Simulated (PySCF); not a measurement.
## How methods differ on the electron affinity of Mo

Mo⁻ [Kr] 4d5 5s2 [4d3/2^4 4d5/2^1, M_J = 5/2] → Mo [Kr] 4d5 5s1 [4d3/2^4 4d5/2^1 5s1/2^1, M_J = 3], as a difference of total energies. Computed with PySCF 2.14 in x2c-TZVPall-2c with one added diffuse shell each of s, p, d type (9s10p8d1f, 86 functions), with the two-component X2C-1e Hamiltonian. Correlated levels: [Ar] 3d10 frozen; the 6 highest virtual spinors dropped. "Screened" scales the spin-orbit matrix elements by Boettger's factors to mimic the two-electron term; Breit and QED terms are absent.

```json
{"method": "GHF (screened spin-orbit)", "electron affinity (eV)": "-0.345"}
{"method": "GMP2 (screened spin-orbit)", "electron affinity (eV)": "0.132"}
```

Errors of the correlated levels include the incompleteness of this basis and the frozen core.

The labels give the starting determinants; with spin-orbit coupling the two ends relaxed to ⟨J²⟩ = 9.18, ⟨L²⟩ = 0.01, ⟨S²⟩ = 9.18 and ⟨J²⟩ = 12.00, ⟨L²⟩ = 0.01, ⟨S²⟩ = 12.00.

A negative affinity means that the anion lies above the atom at that level of theory.

The determinant of Mo⁻ mixes levels of different J (the jj label is only the starting occupation), so the difference between spin-free and spin-orbit rows is not the physical spin-orbit shift.

For comparison: 0.747 eV (measured; photodetachment measurements, as compiled on the Wikipedia data page of electron affinities).
